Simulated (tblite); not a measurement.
Start geometry of `CS/C=C/O[SiH3]` from a force field or distance geometry (Å):
```
atom  x, y, z in Å
C1    -2.9471    0.1324   -0.4363
S2    -1.6842    0.9670   -1.3909
C3    -0.1233    1.1550   -0.5080
C4     0.1948    0.4479    0.5444
O5     1.4483    0.7084    1.1371
Si6    2.9075    0.0478    0.4666
H7    -2.6056   -0.7709    0.0909
H8    -3.7345   -0.2145   -1.1607
H9    -3.5070    0.8088    0.2542
H10    0.5599    1.9093   -0.8836
H11   -0.4721   -0.3146    0.9522
H12    3.5302   -0.7989    1.5099
H13    2.5506   -0.8430   -0.6392
H14    3.8818    1.0449    0.0412
```

Task: What comes out of this run: tblite 0.8.0, GFN2-xTB geometry optimisation, gas phase?

Result: 
```
atom  x, y, z in Å
C1    -2.857    0.338   -0.351
S2    -1.638    1.058   -1.484
C3    -0.108    0.719   -0.711
C4     0.091    0.082    0.436
O5     1.297   -0.150    0.988
Si6    2.825    0.156    0.518
H7    -2.702   -0.734   -0.276
H8    -3.828    0.542   -0.789
H9    -2.781    0.815    0.622
H10    0.718    1.101   -1.288
H11   -0.713   -0.316    1.041
H12    3.516   -0.359    1.689
H13    3.145   -0.561   -0.717
H14    3.035    1.589    0.301
```

The energy falls by 72.1 kJ/mol over 100 L-BFGS steps, the largest force on an atom goes from 1.94 to 0.009 eV/Å, and the atoms move by 0.624 Å rms after alignment. The bond that changes most is O5–Si6 (silyl ether oxygen to oxygen-bound silicon), which shortens by 0.108 Å. Bonds longer at the end by more than 0.005 Å: 3 of 13; shorter: 9. Among the angles that change most is C4–O5–Si6, from 120.9° to 133.6°. Among the dihedrals that turn most is H11–C4–O5–Si6, from 100° to 177°. Rotational constants go from 7371, 826.1, 787.7 to 7696, 889.2, 808.5 MHz. The orientation of the end geometry is arbitrary; only internal coordinates are fixed.

Its GFN2-xTB frequencies are all real (lowest 45 cm⁻¹). The numbers are those of one conformer.

These are computed values.
